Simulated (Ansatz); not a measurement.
`[O]=[Mo]([F])([F])=[S]` + HCl → `[O]=[Mo]([F])(=[S])[Cl]` + H–F at 500 K and 1 bar (ligand exchange at a Mo–F bond).

Isolated molecules relaxed with PBE0-D4/def2-TZVP in Ansatz; ΔE leaves out vibrations. CBS: MP2 limit from def2 TZ/QZ plus the TZ coupled-cluster correction, frozen cores. This one scheme is used for every species. Elements past krypton have def2 core potentials. For Mo outer-core shells are correlated without core-valence functions, which leaves a few kJ/mol of doubt a bond.

```tsv
species	CCSD(T)/CBS energy (Eh)	H − E (kJ/mol)	S (J/(mol·K))
`[O]=[Mo]([F])([F])=[S]`	-740.83114	61.5	378.6
HCl	-460.38127	32.5	201.9
`[O]=[Mo]([F])(=[S])[Cl]`	-1100.82483	60.5	391.4
H–F	-100.39570	39.4	188.7
```

H − E and S are ideal-gas, rigid-rotor, harmonic terms from PBE0-D4/def2-TZVP, for one conformer and one mirror image of each species. 1 Eh = 2625.50 kJ/mol, R = 8.31446 J/(mol·K).

Task: By hand: ΔE, ΔH, ΔS and ΔG.

Result: ΔE = (-1100.82483) + (-100.39570) − (-740.83114) − (-460.38127) = -0.00812 Eh = -21.3 kJ/mol. Δ(H − E) = 60.5 + 39.4 − 61.5 − 32.5 = 5.9, so ΔH = -15.4 kJ/mol. ΔS = 391.4 + 188.7 − 378.6 − 201.9 = -0.4 J/(mol·K). ΔG = -15.4 − 500 × (-0.4)/1000 = -15.2 kJ/mol.

Task: By hand: the equilibrium constant, and the temperature at which ΔG would vanish if ΔH and ΔS stayed fixed.

Result: log₁₀ K = −ΔG/(RT ln 10) = 1.6. ΔG = 0 at ΔH/ΔS = 38500 K, far beyond where these terms or the molecules hold.

The number of gas molecules stays the same, so ΔS is small and ΔH decides. A doubt of 5 kJ/mol in ΔE shifts log₁₀ K by 0.5 here. Other conformers and mirror images would add mixing entropy, several J/(mol·K) or more a flexible species. These are equilibria of isolated gas molecules and say nothing of rates. Largest T1 diagnostic: 0.025 (customary marks: 0.02 for closed shells, 0.045 for open ones).
